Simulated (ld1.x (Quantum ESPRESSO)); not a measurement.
# Ranking TM potentials for Al

All share these settings but for the change named:

```json
{
  "Element": "Al (Z = 13)",
  "Generator": "ld1.x (Quantum ESPRESSO) 7.5",
  "Type": "norm-conserving Troullier–Martins (Kleinman–Bylander form)",
  "Functional": "LDA (PZ)",
  "Relativity": "non-relativistic",
  "Frozen core": "[Ne]",
  "Valence charge": "3",
  "Reference configuration": "3s2 3p1",
  "Partial waves": "3s (bound): rc 1.95 bohr; 3p (bound): rc 2.95 bohr",
  "Local potential": "all-electron potential smoothed inside 1.65 bohr (lloc = -2)",
  "Core correction": "none"
}
```

Test errors are all-electron minus pseudo excitation energies from the reference, over 3s2 3p0; 3s1 3p0; 3s2 3p0.5; 3s1 3p1; 3s1 3p2; 3s0 3p3; 3s2 3p1.3. None of these files shows a bound ghost.

The base gives 90.2 meV.

Of 9 variants that were run, those that failed, showed a ghost or another fault, or gave nearly equal values are left out.

A variant can come out equal or close to the base, since the largest error may sit in a test that the change hardly touches while other tests move.

(1) Rank these variants by their largest absolute test error, smallest first.
A. scalar-relativistic
B. core correction a·sin(br)/r model core inside 0.88 bohr
C. functional PBEsol

Results:

(1) B (15.0 meV), C (19.8 meV), A (89.5 meV).
